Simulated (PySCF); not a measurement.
A TDDFT job was run through a driver script with this input:

```
{"job": {"kind": "uv", "xc": "B3LYP", "basis": "def2-SVPD", "ip": false, "nstates": 15}, "charge": 0, "multiplicity": 1}
Ni     0.014137    -0.003607     0.010633
As    -0.233400    -0.045766     2.223468
H     -1.603383    -0.006400     2.897380
H      0.348620     1.025214     3.143614
H      0.263395    -1.193321     3.100386
As     2.178436     0.001565    -0.508590
H      3.157564    -1.072281    -0.039509
H      3.110998     1.146872    -0.120368
H      2.682847    -0.041043    -1.949510
As    -0.955620     1.821639    -0.812427
H     -2.443278     2.111400    -0.623212
H     -0.990673     2.142739    -2.304854
H     -0.539801     3.239292    -0.424973
As    -0.973366    -1.786833    -0.882874
H     -0.530899    -3.221492    -0.602498
H     -1.063833    -2.013434    -2.390336
H     -2.450282    -2.105124    -0.656102
```

Computed with TDDFT B3LYP/def2-SVPD, vertical, gas phase, core orbitals frozen in the response in PySCF. Job line and output are in the format of a driver script around the code.

(1) Give the output.

## Answers

(1) 
```
coarse grid: 66432 points
cycle   1  E = -10432.3208318676  dE =  2.198e+01  |g| = 7.629e+00  |ddm| = 7.953e+00
cycle   2  E = -10378.6281442518  dE =  5.369e+01  |g| = 1.324e+01  |ddm| = 1.471e+02
cycle   3  E = -10449.9017104439  dE = -7.127e+01  |g| = 5.451e+00  |ddm| = 1.152e+02
cycle   4  E = -10457.7263179751  dE = -7.825e+00  |g| = 9.625e-01  |ddm| = 3.600e+01
cycle   5  E = -10457.5776945826  dE =  1.486e-01  |g| = 1.676e+00  |ddm| = 2.358e+00
cycle   6  E = -10457.5673937675  dE =  1.030e-02  |g| = 1.693e+00  |ddm| = 2.492e-01
cycle   7  E = -10457.8001162193  dE = -2.327e-01  |g| = 1.098e+00  |ddm| = 6.873e-01
cycle   8  E = -10457.9364420629  dE = -1.363e-01  |g| = 2.949e-01  |ddm| = 5.335e-01
cycle   9  E = -10457.9451658586  dE = -8.724e-03  |g| = 2.225e-01  |ddm| = 1.716e-01
cycle  10  E = -10457.9518813552  dE = -6.715e-03  |g| = 3.811e-02  |ddm| = 1.783e-01
cycle  11  E = -10457.9520624867  dE = -1.811e-04  |g| = 5.256e-03  |ddm| = 2.865e-02
cycle  12  E = -10457.9520671853  dE = -4.699e-06  |g| = 6.949e-04  |ddm| = 6.792e-03
final grid: 129800 points
cycle  13  E = -10457.9520008590  dE =  7.225e-07  |g| = 2.711e-03  |ddm| = 8.733e-03
cycle  14  E = -10457.9519597168  dE =  4.114e-05  |g| = 1.795e-02  |ddm| = 1.122e-02
cycle  15  E = -10457.9520017875  dE = -4.207e-05  |g| = 7.195e-04  |ddm| = 9.303e-03
cycle  16  E = -10457.9520019007  dE = -1.131e-07  |g| = 1.924e-05  |ddm| = 1.213e-03
cycle  17  E = -10457.9520019008  dE = -1.091e-10  |g| = 8.512e-06  |ddm| = 6.736e-05
converged SCF energy = -10457.9520019008

Static polarisability (au): isotropic 179.820, principal 179.203 179.937 180.319

Singlet excitations
state   eV       nm        f      main configurations
  1   3.8752    319.9   0.00007   H->L+1 0.36, H-1->L+2 0.21, H->L+2 0.16
  2   3.8807    319.5   0.00009   H->L+3 0.26, H-2->L+1 0.16, H-1->L+3 0.15
  3   3.8850    319.1   0.00001   H-1->L+2 0.23, H-2->L+1 0.22, H-2->L+3 0.18
  4   3.9809    311.4   0.00004   H->L+2 0.27, H-2->L+3 0.23, H-2->L+2 0.17
  5   3.9844    311.2   0.00027   H-1->L+3 0.29, H-2->L+1 0.24, H-1->L+1 0.15
  6   4.0766    304.1   0.00845   H->L 0.52, H->L+1 0.12
  7   4.0883    303.3   0.02264   H-1->L 0.27, H->L+3 0.18, H->L+2 0.10
  8   4.0928    302.9   0.00631   H->L+4 0.58, H-2->L+5 0.13
  9   4.0959    302.7   0.01822   H-1->L+1 0.20, H-2->L 0.17, H->L+4 0.15
 10   4.1065    301.9   0.00020   H-2->L+4 0.45, H->L+5 0.26, H-1->L+4 0.11
 11   4.1120    301.5   0.00886   H-1->L+5 0.68, H-2->L+5 0.11
 12   4.1195    301.0   0.07814   H->L 0.32, H->L+1 0.15, H-2->L+5 0.08
 13   4.1254    300.5   0.06562   H-1->L 0.54, H-2->L 0.16
 14   4.1300    300.2   0.07099   H-2->L 0.49, H-1->L 0.13, H-2->L+2 0.11
 15   4.1651    297.7   0.00270   H-2->L+2 0.22, H-1->L+1 0.22, H-2->L+3 0.14

Triplet excitations (Tamm-Dancoff, eV): 3.5079 3.6732 3.6751 3.6847
```

Geometry: PBE0-D3(BJ)/def2-SVP; no solvent, vibrations or thermal averaging. Relativistic effects, spin–orbit coupling among them, are left out although an element past zinc is present.

The species is Ni(AsH3)4, `[AsH3]->[Ni](<-[AsH3])(<-[AsH3])<-[AsH3]`.

The SCF starts on a coarse grid; the energy jumps when the final grid takes over, and dE counts afresh there. H and L stand for HOMO and LUMO.
